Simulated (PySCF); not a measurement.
Computed IR spectrum (relative IR intensity) of a molecule C2H7BFN. Coordinates come from a PBE-D3(BJ)/def2-SVP optimisation. One conformer was computed; it need not be the lowest. The numbers are results of PBE-D3(BJ)/def2-SVP (PySCF), not measurements. Harmonic, unscaled wavenumbers; measured fundamentals usually lie a few per cent lower.

Lines under 2 % of the strongest are left out, and lines within 2 cm⁻¹ are merged.

ν (cm⁻¹): 410 (vw), 446 (s), 610 (w), 740 (w), 853 (vw), 955 (w), 1193 (m), 1209 (w), 1319 (s), 1346 (w), 1373 (m), 1391 (m), 1432 (w), 1546 (vs), 2954 (w), 2966 (m), 3006 (w), 3046 (w), 3059 (w), 3525 (w), 3637 (w) (against the strongest line: vs over 80 %, s over 45 %, m over 15 %, w over 4 %, vw less)

### Question
Which molecule gave these data?
A) CNB(C)F
B) CB(N)CF
C) CN(C)BF
D) CCB(N)F

### Answer
D, CCB(N)F
